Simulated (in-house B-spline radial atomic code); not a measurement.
Whole-atom quantities along the 6-electron series, configuration 1s2 2s2 2p1/2(2). Breit and QED terms are first order and not part of the total energy; the density at the nucleus is averaged over the nuclear charge. Computed with an all-electron radial atomic-structure program (B-spline basis): Dirac-Hartree-Fock, jj configuration that fills j = l - 1/2 first, finite nuclei.

```json
{"ion": "C", "Z": "6", "E/Z² (Eh)": "-1.046", "Σ<r²> (bohr²)": "14.226", "n(0)/Z³ (bohr⁻³)": "0.59917", "Lamb diamagnetic shielding (ppm)": "260.6", "repulsion over attraction": "0.14463", "Breit energy (eV)": "0.077404", "self-energy (eV)": "0.047121", "vacuum polarisation (eV)": "-0.0020625"}
{"ion": "N+", "Z": "7", "E/Z² (Eh)": "-1.0991", "Σ<r²> (bohr²)": "7.8801", "n(0)/Z³ (bohr⁻³)": "0.61663", "Lamb diamagnetic shielding (ppm)": "314.34", "repulsion over attraction": "0.13059", "Breit energy (eV)": "0.13178", "self-energy (eV)": "0.083883", "vacuum polarisation (eV)": "-0.0038889"}
{"ion": "O2+", "Z": "8", "E/Z² (Eh)": "-1.1418", "Σ<r²> (bohr²)": "5.0935", "n(0)/Z³ (bohr⁻³)": "0.63186", "Lamb diamagnetic shielding (ppm)": "367.97", "repulsion over attraction": "0.11804", "Breit energy (eV)": "0.20785", "self-energy (eV)": "0.13768", "vacuum polarisation (eV)": "-0.0067212"}
{"ion": "F3+", "Z": "9", "E/Z² (Eh)": "?", "Σ<r²> (bohr²)": "?", "n(0)/Z³ (bohr⁻³)": "?", "Lamb diamagnetic shielding (ppm)": "?", "repulsion over attraction": "?", "Breit energy (eV)": "?", "self-energy (eV)": "?", "vacuum polarisation (eV)": "?"}
{"ion": "Ne4+", "Z": "10", "E/Z² (Eh)": "-1.2058", "Σ<r²> (bohr²)": "2.6652", "n(0)/Z³ (bohr⁻³)": "0.65794", "Lamb diamagnetic shielding (ppm)": "475.26", "repulsion over attraction": "0.098158", "Breit energy (eV)": "0.43987", "self-energy (eV)": "0.31232", "vacuum polarisation (eV)": "-0.01669"}
{"ion": "Mg6+", "Z": "12", "E/Z² (Eh)": "-1.2512", "Σ<r²> (bohr²)": "1.6445", "n(0)/Z³ (bohr⁻³)": "0.68131", "Lamb diamagnetic shielding (ppm)": "582.79", "repulsion over attraction": "0.083638", "Breit energy (eV)": "0.80326", "self-energy (eV)": "0.60479", "vacuum polarisation (eV)": "-0.034946"}
{"ion": "Al7+", "Z": "13", "E/Z² (Eh)": "?", "Σ<r²> (bohr²)": "?", "n(0)/Z³ (bohr⁻³)": "?", "Lamb diamagnetic shielding (ppm)": "?", "repulsion over attraction": "?", "Breit energy (eV)": "?", "self-energy (eV)": "?", "vacuum polarisation (eV)": "?"}
{"ion": "Si8+", "Z": "14", "E/Z² (Eh)": "-1.2853", "Σ<r²> (bohr²)": "1.1167", "n(0)/Z³ (bohr⁻³)": "0.70356", "Lamb diamagnetic shielding (ppm)": "690.71", "repulsion over attraction": "0.072728", "Breit energy (eV)": "1.3281", "self-energy (eV)": "1.0514", "vacuum polarisation (eV)": "-0.065113"}
{"ion": "P9+", "Z": "15", "E/Z² (Eh)": "?", "Σ<r²> (bohr²)": "?", "n(0)/Z³ (bohr⁻³)": "?", "Lamb diamagnetic shielding (ppm)": "?", "repulsion over attraction": "?", "Breit energy (eV)": "?", "self-energy (eV)": "?", "vacuum polarisation (eV)": "?"}
{"ion": "S10+", "Z": "16", "E/Z² (Eh)": "-1.3119", "Σ<r²> (bohr²)": "0.80771", "n(0)/Z³ (bohr⁻³)": "0.7255", "Lamb diamagnetic shielding (ppm)": "799.1", "repulsion over attraction": "0.064277", "Breit energy (eV)": "2.0445", "self-energy (eV)": "1.6904", "vacuum polarisation (eV)": "-0.11146"}
```

(1) Fill in the row of F3+.

(2) Fill in the row of Al7+.

(3) Fill in the row of P9+.

(4) With what power of Z does the column «self-energy (eV)» change over this range?

## Answers

(1) E/Z² (Eh): -1.1767; Σ<r²> (bohr²): 3.5835; n(0)/Z³ (bohr⁻³): 0.64541; Lamb diamagnetic shielding (ppm): 421.59; repulsion over attraction: 0.1073; Breit energy (eV): 0.3093; self-energy (eV): 0.21245; vacuum polarisation (eV): -0.010871.

(2) E/Z² (Eh): -1.2694; Σ<r²> (bohr²): 1.3424; n(0)/Z³ (bohr⁻³): 0.69257; Lamb diamagnetic shielding (ppm): 636.7; repulsion over attraction: 0.077816; Breit energy (eV): 1.0436; self-energy (eV): 0.80647; vacuum polarisation (eV): -0.048289.

(3) E/Z² (Eh): -1.2994; Σ<r²> (bohr²): 0.94352; n(0)/Z³ (bohr⁻³): 0.71451; Lamb diamagnetic shielding (ppm): 744.84; repulsion over attraction: 0.068248; Breit energy (eV): 1.6604; self-energy (eV): 1.3444; vacuum polarisation (eV): -0.085972.

(4) A fit of the logarithm of its size against log Z from Z = 6 to 16 has slope 3.65. One-loop self-energy scales as Z⁴F(Zα), with F falling from low Z to about Z = 90.
